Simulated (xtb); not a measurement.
Br2Si, charge +1, doublet, geometry from GFN2-xTB (a state made from the parent by changing its charge; the spin is typed, not shown lowest). Base run: GFN2-xTB (xtb).

Geometry (Å):
```xyz
3

Si    -0.0152    -0.0024     0.7798
Br     1.0728    -1.6380    -0.1401
Br    -1.0667     1.6389    -0.1718
```
Charge +1, spin multiplicity 2.
All else is at xtb's defaults.
Base energy -9.43158 Eh.

Each row names what was changed in the base input (with any setting that the change needs).

| change | ΔE vs base (mEh) | SCF cycles |
|---|---|---|
| base | 0.000 | 18 |
| acc = 0.0001 | 0.000 | 24 |
| etemp = 1000 | 0.000 | 18 |
| acc = 0.1 | 0.000 | 21 |
| etemp = 10000 | -58.488 | 15 |
| alpb = dmf | -72.000 | 18 |

ALPB and GBSA are two models with their own fitted parameters for each solvent, which aren't always the measured dielectric constant.
